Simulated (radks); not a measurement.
All-electron atom: He I in [He].

Method: scalar-relativistic Kohn-Sham, RPBE, spin-polarised, spherical densities, finite nucleus; Gaussian nuclear charge, rms radius 1.6755 fm; computed with a radial shooting solver on a logarithmic mesh with Libxc functionals.

Energy parts (hartree):
part                    energy
total                 -2.91088
kinetic                2.87414
electron-nucleus      -6.75080
Hartree                2.03308
exchange-correlation  -1.06730

Orbitals (lengths in bohr, moments of r in powers of bohr; <r^-3> diverges for s and p1/2; r(max) is where P^2 peaks):
[
 {"orbital": "1s", "occ.": "2", "eigenvalue (hartree)": "-0.58157", "<r^4>": "4.660", "<r^-3>": "-", "r(max)": "0.5588"}
]

The highest occupied level is 1s at -15.825 eV. For comparison, the ionisation energy in NIST's Atomic Spectra Database is 24.587 eV (measured). In exact Kohn-Sham theory the highest level is minus the ionisation energy, but local and semilocal functionals leave it too shallow, through self-interaction and a potential that decays too fast; potentials with the right tail come closer. The electron density at the nucleus is 3.721 e/bohr^3 (large components only). Summed over all electrons, <r^2> = 2.503 bohr^2, which gives a Langevin (diamagnetic) susceptibility term of -1.98 x 10^-6 cm^3/mol.

Run on one thread of a shared host, so times are rough (Arm Neoverse N1): 0.08 s of CPU time, 0.08 s wall, 16 iterations on 2208 mesh points.
